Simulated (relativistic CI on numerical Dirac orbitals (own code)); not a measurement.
**Bi⁷⁹⁺: sensitivity of the levels to the model**

Base calculation: Dirac-Coulomb-Breit CI, separate exchange-only KLI orbitals for each configuration, QED by a radiative potential, unscaled Slater integrals.

CI space (outside the closed core 1s2): 2s², 2s2p, 2p², 2p3s, 2p3p, 2s3s, 2s3p, 2s3d, 2s4s, 2s4p, 2s4d, 2s4f, 2s5s, 3s², 2s5p, 2s5d, 2s5f, 2s5g, 3s3p, 3p². Levels of other configurations are missing.

Variants: (1) valence Slater integrals scaled by 0.9; (2) QED terms removed; (3) Breit term removed. Shifts of the energy above 2s² ¹S0, in eV, for the lowest level and the first level of each name with at least 55 % of one term (blank where a level changes its place among those of its configuration and J or its character, or is not in the variant):

```tsv
Level	Base	Δ(1)	Δ(2)	Δ(3)
2s² ¹S0	0.0	0.0	0.0	0.0
2s2p ³P°0	214.6	+1.4	+27.0	-27.2
2s2p ³P°1	252.3	-2.9	+27.0	-19.5
2p² ³P0	594.5	-5.0	+54.1	-56.5
2s2p ³P°2	2732.2	+1.8	+25.5	+10.2
2s2p ¹P°1	2838.2	-8.5	+25.6	+5.3
2p² ³P1	3060.3	+0.3	+53.4	-23.3
2p² ¹D2	3078.2	-2.7	+53.4	-11.2
2p² ³P2	5594.2	-1.1	+52.0	+12.9
2p² ¹S0	5674.1	-8.0	+52.0	-1.2
2s3s ³S1	14400.8	-0.7	+22.1	+22.2
2s3s ¹S0	14442.9	-4.5	+22.4	+19.5
2s3p ³P°1	14498.5	-1.8	+30.4	+15.6
2s3p ³P°0	14499.3	-1.6	+30.3	+11.6
```

At this charge energies of transitions that change n are usually good to better than 1 %, and those within a shell (Δn = 0) to a few per cent.

Ionisation energy from the two ground configurations alone: base 25259.2 eV; QED terms removed 25291.5 eV; Breit term removed 25287.9 eV. The NIST ASD value (theoretical) is 25260 eV.

LS names give the leading component of a level, which can be under half, so a name can repeat, a term be missing and a line seem to break the LS rules.
